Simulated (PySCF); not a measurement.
Species: BGeH6NO.
SMILES with atom numbers: `[NH2:1][BH:2][O:3][GeH3:4]` (hydrogens: H5, H6 on N1; H7 on B2; H8, H9, H10 on Ge4)

Structure used (PBE0-D3(BJ)/def2-SVP), in Å, numbered top down from 1:
```xyz
10
BGeH6NO angstrom
N      1.5708   -0.4995    0.2646
B      1.0707    0.4816   -0.6112
O     -0.2539    0.7926   -0.7365
Ge    -1.6579    0.1032    0.1219
H      1.0103   -1.0722    0.8825
H      2.5600   -0.6955    0.3227
H      1.8607    1.0941   -1.2995
H     -1.7377   -1.4071   -0.1758
H     -1.4845    0.3352    1.6359
H     -2.8779    0.8504   -0.4266
```

Jobs on this species (10 atoms, 58 electrons) with PySCF (density fitting). Hardware of each: one thread of an Arm Neoverse N1, no GPU, shared host. The host was shared with other jobs, so the times are rough. Peak memory is the resident size of the whole Python process, interpreter and libraries included.

```csv
level and settings,work,basis functions,SCF cycles,wall time,peak memory
"delta-SCF UKS SCAN, def2-TZVP on the ionised atom, pcseg-1 elsewhere, spin-free X2C","ΔSCF core ionisation, 3 holes",116,?,?,?
"delta-SCF UKS SCAN, pcX-2 on the ionised atom, pcseg-1 elsewhere, non-relativistic","ΔSCF core ionisation, 3 holes",130,?,?,?
"delta-SCF UKS SCAN, pcX-1 on the ionised atom, pcseg-1 elsewhere, spin-free X2C","ΔSCF core ionisation, 3 holes",109,49,20 s,0.49 GiB
"delta-SCF UKS SCAN, pcX-2 on the ionised atom, pcseg-1 elsewhere, spin-free X2C","ΔSCF core ionisation, 3 holes",130,50,25 s,0.42 GiB
"delta-SCF UKS B3LYP, pcX-2 on the ionised atom, pcseg-1 elsewhere, spin-free X2C","ΔSCF core ionisation, 3 holes",130,44,32 s,0.50 GiB
"PBE0-D3(BJ)/def2-SVP, grid level 1",geometry optimisation from a GFN2-xTB start shaken at random,104,53,54 s,0.42 GiB
"delta-SCF UKS PBE0, pcX-2 on the ionised atom, pcseg-1 elsewhere, spin-free X2C","ΔSCF core ionisation, 3 holes",130,44,31 s,0.51 GiB
"delta-SCF UKS PBE, pcX-2 on the ionised atom, pcseg-1 elsewhere, spin-free X2C","ΔSCF core ionisation, 3 holes",130,49,17 s,0.49 GiB
"delta-SCF UKS HF, pcX-2 on the ionised atom, pcseg-1 elsewhere, spin-free X2C","ΔSCF core ionisation, 3 holes",130,43,19 s,0.49 GiB
```

**Question.** Fill in the missing figures.

**Answer.** 
- delta-SCF UKS SCAN, def2-TZVP on the ionised atom, pcseg-1 elsewhere, spin-free X2C; ΔSCF core ionisation, 3 holes: 23 s, 0.49 GiB, 50 SCF cycles
- delta-SCF UKS SCAN, pcX-2 on the ionised atom, pcseg-1 elsewhere, non-relativistic; ΔSCF core ionisation, 3 holes: 25 s, 0.49 GiB, 49 SCF cycles

**Question.** What do all jobs in the table cost together?

**Answer.** About 4.1 min; the longest takes about 22 % of that, and about 3.2 times as long as the shortest.
